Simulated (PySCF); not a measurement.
Cartesian coordinates in Å; atom numbers follow the order of the lines, from 1:
```xyz
30

C     3.6629    1.5909   -0.0180
C     2.7956    0.3549   -0.2287
C     3.4642   -0.8799    0.3667
C     1.3878    0.5843    0.3269
C     0.3756   -0.5067    0.0058
C    -1.0276   -0.2188    0.5197
C    -1.7090    1.0152   -0.1040
C    -3.2264    0.7189   -0.1059
C    -3.3802   -0.6692    0.5346
C    -2.0371   -1.3421    0.2775
H     3.7875    1.8032    1.0572
H     4.6679    1.4570   -0.4478
H     3.2137    2.4830   -0.4821
H     2.6969    0.1932   -1.3191
H     4.4750   -1.0217   -0.0463
H     3.5637   -0.7798    1.4609
H     2.8947   -1.7996    0.1663
H     1.4528    0.7121    1.4242
H     1.0136    1.5466   -0.0632
H     0.3296   -0.6515   -1.0902
H     0.7146   -1.4694    0.4244
H    -0.9669   -0.0618    1.6135
H    -1.4629    1.9389    0.4406
H    -1.3416    1.1565   -1.1345
H    -3.8071    1.4859    0.4281
H    -3.6103    0.7048   -1.1379
H    -4.2390   -1.2330    0.1398
H    -3.5344   -0.5709    1.6224
H    -1.8567   -2.2260    0.9092
H    -1.9716   -1.6740   -0.7750
```

Geometry: PBE0-D3(BJ)/def2-SVP; GIAO shifts from PySCF 2.14.0 with density-fitted response routines, gas phase, non-relativistic, averaged over equivalent atoms.

At wB97X-D/pcSseg-1 (270 basis functions, 2.6 min wall time on 1 thread of an Arm Neoverse N1, shared host):
| atoms | δ (ppm) |
| --- | --- |
| C6 | 43.0 |
| C4 | 40.2 |
| C5 | 36.6 |
| C7/C10 | 34.7 |
| C2 | 30.4 |
| C8/C9 | 27.2 |
| C1/C3 | 24.2 |
| H23/H29 | 1.63 |
| H26/H27 | 1.54 |
| H25/H28 | 1.48 |
| H22 | 1.30 |
| H20/H21 | 1.13 |
| H14 | 1.11 |
| H18/H19 | 0.94 |
| H11/H12/H13/H15/H16/H17 | 0.91 |
| H24/H30 | 0.88 |

Referencing at the same level of theory: TMS for ¹³C (σ = 184.54 ppm) and ¹H (σ = 31.38 ppm).

Task: Estimate the result of repeating the calculation with PBE0/pcSseg-1.

Result: 
```
                  atoms  δ at PBE0/pcSseg-1  change
                     C6                43.6    +0.6
                     C4                40.8    +0.6
                     C5                37.2    +0.6
                 C7/C10                35.0    +0.3
                     C2                31.1    +0.7
                  C8/C9                27.5    +0.3
                  C1/C3                24.2    +0.0
                H23/H29                1.67   +0.04
                H26/H27                1.57   +0.03
                H25/H28                1.52   +0.04
                    H22                1.36   +0.06
                H20/H21                1.17   +0.04
                    H14                1.17   +0.06
                H18/H19                0.97   +0.03
H11/H12/H13/H15/H16/H17                0.90   -0.01
                H24/H30                0.89   +0.01
```

Chemical shifts δ = σref − σ; ¹³C (184.41 ppm) and ¹H (31.27 ppm) vs TMS, all at this level.

The largest change is at C2 (sp3 CH). Cost: 270 basis functions, 2.4 min wall time on 1 thread of an Arm Neoverse N1, shared host. The order of the carbon signals is the same at both levels.
